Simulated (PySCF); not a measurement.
Geometry:
| atom | x (Å) | y (Å) | z (Å) |
| --- | --- | --- | --- |
| C1 | -2.595 | 1.244 | 0.903 |
| C2 | -2.122 | 0.528 | -0.108 |
| C3 | -2.995 | 0.111 | -1.256 |
| C4 | -0.718 | 0.072 | -0.209 |
| C5 | 0.425 | 0.927 | 0.283 |
| C6 | 1.710 | 1.032 | -0.507 |
| C7 | 2.333 | -0.331 | -0.798 |
| C8 | 2.399 | -1.158 | 0.481 |
| C9 | 0.993 | -1.537 | 0.944 |
| C10 | 0.076 | -0.331 | 1.016 |
| H11 | -3.625 | 1.554 | 0.938 |
| H12 | -1.984 | 1.553 | 1.733 |
| H13 | -3.021 | -0.976 | -1.332 |
| H14 | -4.011 | 0.477 | -1.129 |
| H15 | -2.597 | 0.502 | -2.192 |
| H16 | -0.518 | -0.510 | -1.101 |
| H17 | 0.135 | 1.860 | 0.752 |
| H18 | 2.421 | 1.625 | 0.076 |
| H19 | 1.526 | 1.569 | -1.442 |
| H20 | 3.335 | -0.187 | -1.206 |
| H21 | 1.746 | -0.867 | -1.548 |
| H22 | 2.985 | -2.064 | 0.317 |
| H23 | 2.895 | -0.571 | 1.258 |
| H24 | 0.577 | -2.275 | 0.252 |
| H25 | 1.049 | -2.010 | 1.926 |
| H26 | -0.438 | -0.213 | 1.962 |

Theoretical values (PySCF 2.14): NMR shieldings at PBE0/pcSseg-1/GIAO, GFN2-xTB geometry. Rapidly exchanging positions averaged, in vacuum, non-relativistic Hamiltonian, a single conformation.

Problem. Predict the 2D correlation tables (HSQC, COSY, HMBC).

Solution. 

HSQC (one-bond C–H):
```csv
δH,δC
4.79 (H11),105.2 (C1)
4.29 (H12),105.2 (C1)
2.05 (H13/H14/H15),29.9 (C3)
1.99 (H18/H25),28.3 (C6/C9)
1.75 (H19/H24),28.3 (C6/C9)
1.26 (H20/H23),25.2 (C7/C8)
1.12 (H21/H22),25.2 (C7/C8)
1.10 (H17/H26),30.4 (C5/C10)
0.49 (H16),31.5 (C4)
```

COSY cross peaks (H two or three bonds apart, from the bond graph; peaks can be absent where the dihedral angle is near 90°):
```csv
δH,δH
4.79 (H11),4.29 (H12)
1.99 (H18/H25),1.75 (H19/H24)
1.99 (H18/H25),1.26 (H20/H23)
1.99 (H18/H25),1.12 (H21/H22)
1.99 (H18/H25),1.10 (H17/H26)
1.75 (H19/H24),1.26 (H20/H23)
1.75 (H19/H24),1.12 (H21/H22)
1.75 (H19/H24),1.10 (H17/H26)
1.26 (H20/H23),1.12 (H21/H22)
1.10 (H17/H26),0.49 (H16)
```

HMBC (two and three bonds, from the bond graph):
```csv
δH,δC
4.79 (H11),"159.0 (C2), 31.5 (C4), 29.9 (C3)"
4.29 (H12),"159.0 (C2), 31.5 (C4), 29.9 (C3)"
2.05 (H13/H14/H15),"159.0 (C2), 105.2 (C1), 31.5 (C4)"
1.99 (H18/H25),"31.5 (C4), 30.4 (C5/C10), 25.2 (C7/C8)"
1.75 (H19/H24),"31.5 (C4), 30.4 (C5/C10), 25.2 (C7/C8)"
1.26 (H20/H23),"30.4 (C5/C10), 28.3 (C6/C9), 25.2 (C7/C8)"
1.12 (H21/H22),"30.4 (C5/C10), 28.3 (C6/C9), 25.2 (C7/C8)"
1.10 (H17/H26),"159.0 (C2), 31.5 (C4), 30.4 (C5/C10), 28.3 (C6/C9), 25.2 (C7/C8)"
0.49 (H16),"159.0 (C2), 105.2 (C1), 30.4 (C5/C10), 29.9 (C3), 28.3 (C6/C9)"
```

Chemical shifts δ = σref − σ; 1H, 13C against TMS, all at this level.

Short H···H contacts in this conformer between protons four or more bonds apart (candidates for NOE cross peaks, intensity ∝ r⁻⁶): H16···H21 2.34 Å, H12···H17 2.36 Å, H11···H14 2.36 Å, H16···H24 2.48 Å, H18···H23 2.54 Å, H15···H16 2.56 Å.

Shifts are as computed. Against solution values, carbons near 30 ppm lie about +3 ppm off and those near 130 ppm about +5 ppm. Of 1211 compounds with measured shifts, 218 miss one by over three times the rms of a fit or turn the order of signals round; such compounds aren't used in these exercises.
